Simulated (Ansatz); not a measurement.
Cost and result for the atomization energy of `C[SiH]1NCS1` (12 atoms, 12 bonds).

```xyz
12

C     1.8193    0.4096    0.7991
Si    0.3656   -0.5720    0.1952
N    -1.1842    0.1743    0.2778
C    -1.6024    0.0829   -1.1106
S    -0.0511   -0.5368   -1.9035
H     2.7537   -0.0798    0.5093
H     1.8066    0.4748    1.8917
H     1.8076    1.4191    0.3850
H     0.4645   -1.9347    0.7991
H    -1.8956    0.1518    0.9889
H    -2.4082   -0.6365   -1.2837
H    -1.8759    1.0472   -1.5485
```

The species carries charge 0 and has multiplicity 1. Geometry: relaxed with PBE0-D4/def2-TZVP. Program: Ansatz. All runs use 4 threads of an Arm Neoverse V1 on a shared host. Times are those of one run each, without the atoms' runs, and a repeat can differ threefold. Electronic energies, without spin–orbit coupling; frozen cores. CCSD(T)/CBS adds CCSD(T) − MP2 in def2-TZVPP to the MP2 limit, and its time is that of the two runs behind it. T1 = 0.011. B3LYP takes the VWN-RPA correlation (the form of Gaussian; ORCA's B3LYP/G).

CCSD(T)/CBS is a level of theory with its own doubt, some kJ/mol a heavy atom from the limit and from the frozen cores, so smaller differences don't rank the functionals.

| level | functions | wall time | atomization (kJ/mol) | difference from CCSD(T)/CBS | per bond |
| --- | --- | --- | --- | --- | --- |
| PBE-D4/def2-TZVPP (with forces) | 275 | 3 s | 4485.0 | 84.5 | 7.0 |
| PBE0-D4/def2-TZVPP | 275 | 3.7 s | 4421.8 | 21.3 | 1.8 |
| r2SCAN-D4/def2-TZVPP (with forces) | 275 | 6 s | 4405.5 | 5.0 | 0.4 |
| B3LYP-D4/def2-TZVPP (with forces) | 275 | 6 s | 4398.1 | -2.4 | -0.2 |
| B2PLYP/def2-TZVPP | 275 | 6.5 s | 4343.5 | -57.0 | -4.8 |
| ωB97X-V/def2-TZVPP | 275 | 9.5 s | 4431.3 | 30.8 | 2.6 |
| ωB97M-V/def2-TZVPP (with forces) | 275 | 14 s | 4428.0 | 27.5 | 2.3 |
| MP2/def2-QZVPP | 521 | 28 s | 4407.3 | 6.8 | 0.6 |
| CCSD(T)/def2-TZVPP | 275 | 3.1 min | 4271.5 | -129.0 | -10.8 |
| CCSD(T)/CBS(def2) | – | 3.6 min | 4400.5 | 0.0 | 0.0 |

In def2-TZVPP, CCSD(T) changes the Hartree–Fock value by +1113.2 kJ/mol (the triples alone add +67.6 kJ/mol) and MP2 by +1172.5 kJ/mol; breaking electron pairs costs correlation energy, which Hartree–Fock lacks. The D4 term adds +47.5 kJ/mol with B3LYP and +24.8 kJ/mol with PBE0; it sums over pairs of atoms, weighted by their polarisabilities, and B3LYP, whose exchange is more repulsive, gets the larger term. From PBE to PBE0 (25 % exact exchange), in def2-TZVPP and without D4, the atomization energy moves by −58.6 kJ/mol: exact exchange takes away binding that semilocal exchange gives to molecules.
